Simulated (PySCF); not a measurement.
## Structure elucidation problem

An unknown has the formula C3H13NO3Si2. Its calculated NMR data are:

1H NMR (400 MHz, computed): δ 5.17 (s, 3H), 4.87 (d, 1H), 3.85 (s, 3H), 3.81 (s, 3H), 3.81 (d, 1H), 0.82 (br s, 2H).

13C{1H} NMR (computed): δ 114.4 (CH), 66.4 (CH3), 66.3 (CH3).

[PySCF 2.14: NMR shieldings at PBE0/pcSseg-1/GIAO; coordinates at the GFN2-xTB level; no relativistic terms; in vacuum; equivalent nuclei averaged; a single conformation]

Referencing at the same level of theory: TMS for 1H and 13C.

Problem. Deduce the structure.

Solution. 
- Rings plus π bonds: 0.
- 3 carbon signals for 3 carbons: no two carbons are equivalent.
- Carbon types of the structure: 1 × CH, 2 × CH3, leaving 6 H on heteroatoms.
- δC 114.4: sp3 carbon bearing two oxygens; 2 electronegative neighbours deshield it.
- δC 66.4, 66.3: methyl carbon bonded to O; the inductive effect lowers its shielding.
- δH 5.17: hydrogen on a silicon bonded to O.
- δH 4.87: hydrogen on a silicon bonded to C, N, O.
- δH 3.85, 3.81: hydrogen on a methyl carbon bonded to O; its carbon carries O, hence the downfield position.
- δH 3.81: hydrogen on an sp3 carbon bearing two oxygens; its carbon carries O, an electronegative neighbour.
- δH 0.82: hydrogen on a nitrogen bonded to Si; exchangeable, gas-phase position.

These data were computed for `COC(OC)[Si@H](N)O[SiH3]`.

The shifts were computed for this structure.

OH and NH positions are those of a molecule without intermolecular hydrogen bonds; in solution they move with solvent, concentration and temperature, and exchange usually removes their couplings. Shifts are as computed. Against solution values, carbons near 30 ppm lie about +3 ppm off and those near 130 ppm about +5 ppm. Of 1309 compounds with measured shifts, 239 miss one by over three times the rms of a fit or turn the order of signals round; such compounds aren't used in these exercises. No couplings were computed; multiplicities are counted from neighbouring protons, with m where these are inequivalent, close in shift, in a saturated or five-membered ring or joined by F or P, and br s for small geminal =CH2 splittings.
